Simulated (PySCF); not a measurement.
Mapped SMILES: `[O:1]=[C:2]([Cl:3])[c:4]1[cH:5][cH:6][c:7]([Cl:8])[o:9]1`. Hydrogens are named by the atom that carries them.

One computed conformer, gas phase, relativity neglected. GIAO PBE0/pcSseg-1 shieldings; GFN2-xTB structure; PySCF.

Shifts are taken against calculated references (same method and geometry level): TMS for $^{13}$C and $^{1}$H; $^{17}$O against H2O; $^{35}$Cl against HCl.

```json
{"atoms": "H(C6)", "nucleus": "$^{1}$H", "count": "1", "δ (ppm)": "?"}
{"atoms": "C6", "nucleus": "$^{13}$C", "count": "1", "δ (ppm)": "119.0"}
{"atoms": "Cl3", "nucleus": "$^{35}$Cl", "count": "1", "δ (ppm)": "?"}
{"atoms": "Cl8", "nucleus": "$^{35}$Cl", "count": "1", "δ (ppm)": "237"}
{"atoms": "C2", "nucleus": "$^{13}$C", "count": "1", "δ (ppm)": "162.9"}
{"atoms": "H(C5)", "nucleus": "$^{1}$H", "count": "1", "δ (ppm)": "7.73"}
{"atoms": "C4", "nucleus": "$^{13}$C", "count": "1", "δ (ppm)": "?"}
{"atoms": "C5", "nucleus": "$^{13}$C", "count": "1", "δ (ppm)": "131.4"}
{"atoms": "O1", "nucleus": "$^{17}$O", "count": "1", "δ (ppm)": "534.1"}
{"atoms": "O9", "nucleus": "$^{17}$O", "count": "1", "δ (ppm)": "323.8"}
{"atoms": "C7", "nucleus": "$^{13}$C", "count": "1", "δ (ppm)": "155.9"}
```

**Question.** Estimate the values marked ?.

**Answer.** 
- C4: 150.0 ppm, substituted aromatic carbon next to the ring oxygen
- H(C6): 6.70 ppm, hydrogen on an aromatic CH; aromatic region
- Cl3: 427 ppm, chlorine bonded to C

Carbons that carry Cl, above all several Cl atoms, come out too deshielded, partly because spin–orbit coupling is missing. Shifts are as computed. Against solution values, carbons near 30 ppm lie about +3 ppm off and those near 130 ppm about +5 ppm; carbons on Cl a further +6 ppm. Of 1211 compounds with measured shifts, 218 miss one by over three times the rms of a fit or turn the order of signals round; such compounds aren't used in these exercises. Unscaled 17O shifts of doubly bonded oxygen tend to come out too high, by tens of ppm or more. Experimental scales use liquid or dissolved standards, which lie at an offset from isolated H2O (liquid H2O: subtract about 36 ppm).
